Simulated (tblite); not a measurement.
Compound: C6H5NO.
Bonds: C1–C2 (triple), C2–C3, C3–C4 (triple), C4–C5, C5–N6, N6–C7, C7–O8 (double). Hydrogens: H9 on C1; H10, H11 on C5; H12 on N6; H13 on C7.

Computed with GFN2-xTB (tblite), gas phase: Langevin dynamics at 300 K from the optimised GFN2-xTB geometry, time step 0.5 fs, friction 0.01 fs⁻¹, 2000 steps.

Start geometry:
```
atom  x, y, z in Å
C1     -0.067   -2.127    3.773
C2      0.142   -1.640    2.692
C3      0.371   -1.081    1.475
C4      0.593   -0.604    0.388
C5      0.816    0.024   -0.895
N6     -0.224    0.991   -1.203
C7     -0.976    0.894   -2.315
O8     -0.844    0.058   -3.171
H9     -0.245   -2.555    4.713
H10     0.787   -0.725   -1.695
H11     1.800    0.513   -0.899
H12    -0.420    1.699   -0.513
H13    -1.738    1.694   -2.366
```

The statistics below take the 31 frames saved every 25 fs from 250 to 1000 fs; their kinetic temperature (all 3N coordinates) averages 295 K.

**Question.** Give the mean, spread and extremes of the bond lengths.

**Answer.** 
| bond | start (Å) | mean (Å) | standard deviation (Å) | shortest (Å) | longest (Å) |
| --- | --- | --- | --- | --- | --- |
| C1≡C2 | 1.204 | 1.206 | 0.010 | 1.183 | 1.232 |
| C2–C3 | 1.359 | 1.363 | 0.019 | 1.333 | 1.407 |
| C3≡C4 | 1.207 | 1.210 | 0.011 | 1.193 | 1.231 |
| C4–C5 | 1.446 | 1.451 | 0.024 | 1.399 | 1.494 |
| C5–N6 | 1.453 | 1.460 | 0.028 | 1.413 | 1.516 |
| N6–C7 | 1.345 | 1.349 | 0.020 | 1.310 | 1.394 |
| C7=O8 | 1.204 | 1.207 | 0.022 | 1.155 | 1.251 |
| C1–H9 | 1.048 | 1.051 | 0.021 | 1.010 | 1.101 |
| C5–H10 | 1.096 | 1.107 | 0.022 | 1.065 | 1.146 |
| C5–H11 | 1.099 | 1.101 | 0.024 | 1.056 | 1.139 |
| N6–H12 | 1.007 | 1.012 | 0.020 | 0.980 | 1.056 |
| C7–H13 | 1.106 | 1.103 | 0.030 | 1.056 | 1.176 |

**Question.** Give the same statistics for bond angles, one of each kind among heavy atoms.

**Answer.** 
```tsv
angle	start (°)	mean (°)	standard deviation (°)	smallest (°)	largest (°)
C1–C2–C3	179.5	168.7	5.8	153.9	178.7
C2–C3–C4	178.7	168.6	4.6	158.2	175.2
C3–C4–C5	177.1	170.4	5.6	155.5	179.7
C4–C5–N6	111.5	113.2	4.1	106.2	121.2
C5–N6–C7	121.8	121.3	3.9	114.2	129.4
N6–C7–O8	125.2	125.2	3.5	118.7	134.6
```

**Question.** How far does each atom move about its mean position (frames aligned on the start, all atoms weighted alike), and what rms force does it feel?

**Answer.** 
| atom | rms displacement (Å) | rms force (eV/Å) |
| --- | --- | --- |
| C1 | 0.16 | 1.47 |
| C2 | 0.18 | 1.18 |
| C3 | 0.24 | 1.56 |
| C4 | 0.20 | 1.40 |
| C5 | 0.11 | 1.74 |
| N6 | 0.13 | 1.58 |
| C7 | 0.11 | 2.23 |
| O8 | 0.22 | 1.78 |
| H9 | 0.27 | 0.87 |
| H10 | 0.21 | 0.87 |
| H11 | 0.17 | 0.92 |
| H12 | 0.26 | 0.89 |
| H13 | 0.26 | 0.96 |

The displacements run from 0.11 to 0.27 Å, the largest at H9.

**Question.** Follow the torsions C4–C5–N6–C7 and C5–N6–C7–O8 through every second one of these frames.

**Answer.** 
```csv
t (fs),C4–C5–N6–C7 (°),C5–N6–C7–O8 (°)
250,-118,0
300,-129,6
350,-108,-14
400,-120,13
450,-111,-2
500,-108,-16
550,-131,3
600,-115,4
650,-105,-14
700,-109,0
750,-88,-5
800,-108,14
850,-90,-24
900,-114,5
950,-101,-3
1000,-105,1
```

Largest departure from the start value over all these frames: C4–C5–N6–C7 34° (start -122°), C5–N6–C7–O8 21° (start -3°).

**Question.** How widely does the potential energy scatter, against a harmonic estimate?

**Answer.** Mean 0.41 eV above the start, standard deviation 0.096 eV, range 0.26 to 0.66 eV. For 33 classical harmonic modes at 300 K the canonical values are 33kT/2 = 0.43 eV and kT·√(33/2) = 0.105 eV.

The run is classical and short, so these are rough statistics of one trajectory.

What follows is the cost of the whole dynamics run. Hardware: Arm Neoverse V2, one thread (shared host). Cost: 7.3 s of wall time, 0.18 GiB resident at most.
